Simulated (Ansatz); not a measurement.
Frontier orbitals of C2H6Ga+, SMILES `[CH3][Ga+][CH3]`.

Total charge 1; spin multiplicity 1. Correlated methods include outer-core shells of Ga, which these sets cover unevenly. Scalar relativity is left out up to krypton. Geometry: relaxed with PBE0-D4/def2-TZVP. Basis def2-TZVPP, Ansatz.

Orbital energies of one run (eV). Highest occupied ones, from the top: -13.12, -15.19, -15.19, -15.42, -15.42, -15.80, -22.50, -22.51, -26.44, -26.44, -26.69, -26.69, -26.74, -104.26. Empty: -7.45, -7.45, -6.58, -3.45, -3.13, -2.61.

Task: Which functional gave them?
A. LC-ωPBE
B. PBE
C. r2SCANh
D. CAM-B3LYP

Result: B. HOMO energies: PBE -13.12, CAM-B3LYP -15.58, r2SCANh -13.79, LC-ωPBE -16.99 eV.

LC-ωPBE has ω = 0.4 bohr⁻¹.
